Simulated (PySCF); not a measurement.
# The third ionisation energy along group 11

All values are computed (PySCF 2.14, energy differences of UHF-based or UKS calculations, no spin-orbit coupling). Values in eV. The last column holds reference values (NIST; (s) semi-empirical, (t) theoretical, else measured). Unmarked ones compare directly (S terms, centres of terms, or small fine structure); those marked * lie between the lowest fine-structure levels and include a spin-orbit shift.

```
                         element                 configurations     UHF     PBE    PBE0  MP2 (valence)  CCSD (valence and next inner shell)  CCSD(T) (valence and next inner shell)         reference
Cu (ANO-RCC-VTZP, spin-free X2C)            [Ar] 3d9 → [Ar] 3d8  34.015  37.385  36.842         36.748                               36.451                                  36.569  36.841 ± 0.012 *
Ag (ANO-RCC-VTZP, spin-free X2C)            [Kr] 4d9 → [Kr] 4d8  32.982  35.139  34.926         34.670                               34.476                                  34.554  34.8 ± 0.3 (s) *
Au (ANO-RCC-VTZP, spin-free X2C)  [Xe] 4f14 5d9 → [Xe] 4f14 5d8  30.943  32.911  32.744         32.638                               32.443                                  32.532    30 ± 1.6 (t) *
```

"Valence" correlates the outer s and p shells and, in groups 3 to 12 and the f block, the outer d or f shell, open or full, or the next shell where the ion has no valence electron left; the wider scheme adds the next inner shell.
